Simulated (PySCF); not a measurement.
iodoethane (C₂H₅I), SMILES C(I)C.

Coordinates come from a PBE0-D3(BJ)/def2-SVP optimisation. The def2 effective core potentials stand for the cores of I; spin–orbit coupling is left out.

Level of theory: PySCF with PBE/def2-TZVPD.

The molecule is in vacuum.

The total energy is -376.83371 hartree and the point group is Cs. The highest occupied level is -6.08 eV, the lowest empty level comes out as -1.78 eV and the orbital gap is 4.30 eV. The dipole moment comes out as 2.01 D and the quadrupole, principal values (traceless, Buckingham form, about the centre of nuclear charge) comes out as -2.39, -2.27, 4.66 D·Å. The mean static polarisability is 65.8 bohr³ (9.74 Å³) and the polarisability, principal values is 56.3, 59.0, 82.0 bohr³.
